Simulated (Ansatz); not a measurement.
SiBr2⁺. The state is a doublet with charge 1. Geometry PBE-D4/def2-TZVP, that of the neutral singlet; atoms count from 1.

```tsv
atom	x (Å)	y (Å)	z (Å)
Si1	0.291	-0.701	0.568
Br2	-1.830	-0.118	0.000
Br3	1.539	0.820	-0.568
```

Problem. Estimate the Mulliken populations from the PBE0/def2-TZVP orbitals of Ansatz.

Solution. 
| atom | charge (e) | spin (α − β) |
| --- | --- | --- |
| Si1 | 0.73 | 0.49 |
| Br2 | 0.13 | 0.25 |
| Br3 | 0.13 | 0.25 |
Mulliken values and Mayer orders depend strongly on the basis.

Problem. Where does the spin sit?

Solution. Summed by element: Si 0.49, Br 0.51, of 1 unpaired in all. Largest on single atoms: Si1 0.49, Br3 0.25, Br2 0.25.

Problem. And the Mayer bond orders between bonded heavy atoms (over 0.3)?

Solution. Si1–Br2 1.44 (2.27 Å); Si1–Br3 1.44 (2.27 Å).
